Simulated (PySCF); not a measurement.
**Atomic charges by several schemes**

Compound: CH₁₁FSi₄.
Geometry (GFN2-xTB, Å), atoms numbered from 1 in this order:
```xyz
17
CH11FSi4 angstrom
F     -3.123    1.706   -0.742
Si    -1.570    1.981   -1.112
Si    -0.455    0.021   -0.579
Si    -1.495   -1.381    0.959
C      1.298    0.512    0.017
Si     2.464   -0.930    0.417
H     -1.268    3.171   -0.317
H     -1.659    2.399   -2.509
H     -0.224   -0.715   -1.848
H     -1.326   -0.903    2.337
H     -0.982   -2.754    0.932
H     -2.937   -1.469    0.718
H      1.210    1.143    0.904
H      1.766    1.136   -0.746
H      2.563   -1.814   -0.745
H      3.799   -0.419    0.743
H      1.931   -1.672    1.562
```

Density: PBE0/pcSseg-1 (PySCF); schemes: Mulliken, IAO, Hirshfeld and ESP-fitted. One conformer (not necessarily the lowest) at the GFN2-xTB geometry, without solvent, vibrations or thermal averaging.

Task: For which atoms does the sign change between the 4 schemes (beyond +0.03 e in one, beyond −0.03 e in another)?

Result: For none.

Task: At which atom do the 4 schemes differ most?

Result: At C5: from -0.845 (Mulliken) to -0.245 e (Hirshfeld), 0.600 e apart.

Task: Do the Mulliken, IAO, Hirshfeld and ESP-fitted schemes agree on where the charge is lowest?

Result: All schemes agree: Mulliken C5 (-0.845); IAO C5 (-0.797); Hirshfeld C5 (-0.245); ESP-fitted C5 (-0.413).

Task: Tabulate the Mulliken, IAO, Hirshfeld and ESP-fitted charges.

Result: In e:

```json
{"atom": "F1", "environment": "silicon-bound fluorine", "Mulliken": "-0.443", "IAO": "-0.554", "Hirshfeld": "-0.220", "ESP-fitted": "-0.315"}
{"atom": "Si2", "environment": "fluorine-bound silicon", "Mulliken": "+0.769", "IAO": "+0.820", "Hirshfeld": "+0.336", "ESP-fitted": "+0.512"}
{"atom": "Si3", "environment": "SiH silicon", "Mulliken": "-0.016", "IAO": "+0.277", "Hirshfeld": "+0.186", "ESP-fitted": "+0.143"}
{"atom": "Si4", "environment": "SiH3 silicon", "Mulliken": "+0.235", "IAO": "+0.296", "Hirshfeld": "+0.218", "ESP-fitted": "+0.227"}
{"atom": "C5", "environment": "sp3 carbon bound to silicon", "Mulliken": "-0.845", "IAO": "-0.797", "Hirshfeld": "-0.245", "ESP-fitted": "-0.413"}
{"atom": "Si6", "environment": "SiH3 silicon", "Mulliken": "+0.500", "IAO": "+0.608", "Hirshfeld": "+0.313", "ESP-fitted": "+0.438"}
{"atom": "H7", "environment": "Si–H hydrogen", "Mulliken": "-0.110", "IAO": "-0.132", "Hirshfeld": "-0.078", "ESP-fitted": "-0.109"}
{"atom": "H8", "environment": "Si–H hydrogen", "Mulliken": "-0.103", "IAO": "-0.125", "Hirshfeld": "-0.075", "ESP-fitted": "-0.100"}
{"atom": "H9", "environment": "Si–H hydrogen", "Mulliken": "+0.015", "IAO": "-0.088", "Hirshfeld": "-0.076", "ESP-fitted": "-0.080"}
{"atom": "H10", "environment": "Si–H hydrogen", "Mulliken": "-0.054", "IAO": "-0.095", "Hirshfeld": "-0.072", "ESP-fitted": "-0.068"}
{"atom": "H11", "environment": "Si–H hydrogen", "Mulliken": "-0.046", "IAO": "-0.090", "Hirshfeld": "-0.069", "ESP-fitted": "-0.068"}
{"atom": "H12", "environment": "Si–H hydrogen", "Mulliken": "-0.038", "IAO": "-0.086", "Hirshfeld": "-0.069", "ESP-fitted": "-0.070"}
{"atom": "H13", "environment": "methylene hydrogen", "Mulliken": "+0.177", "IAO": "+0.160", "Hirshfeld": "+0.040", "ESP-fitted": "+0.108"}
{"atom": "H14", "environment": "methylene hydrogen", "Mulliken": "+0.176", "IAO": "+0.160", "Hirshfeld": "+0.042", "ESP-fitted": "+0.125"}
{"atom": "H15", "environment": "Si–H hydrogen", "Mulliken": "-0.073", "IAO": "-0.119", "Hirshfeld": "-0.077", "ESP-fitted": "-0.106"}
{"atom": "H16", "environment": "Si–H hydrogen", "Mulliken": "-0.077", "IAO": "-0.114", "Hirshfeld": "-0.077", "ESP-fitted": "-0.116"}
{"atom": "H17", "environment": "Si–H hydrogen", "Mulliken": "-0.070", "IAO": "-0.121", "Hirshfeld": "-0.075", "ESP-fitted": "-0.108"}
```

Mean size of the charges over all atoms: IAO 0.273 e, Mulliken 0.220 e, ESP-fitted 0.183 e, Hirshfeld 0.133 e. Each set sums to the total charge, 0, to within 0.001 e. The ESP scheme fits charges at the nuclei, held to the total charge, to the electrostatic potential on points at 1.4 to 2.0 times the van der Waals radii.

Task: How many electrons does the ESP-fitted scheme count on C5?

Result: Z − q = 6 − (-0.413) = 6.413.

Task: Sum the charges by element, for elements with more than one atom.

Result: 
```json
{"element": "Si", "atoms": "4", "Mulliken": "+1.489", "IAO": "+2.001", "Hirshfeld": "+1.053", "ESP-fitted": "+1.320"}
{"element": "H", "atoms": "11", "Mulliken": "-0.201", "IAO": "-0.650", "Hirshfeld": "-0.588", "ESP-fitted": "-0.592"}
```
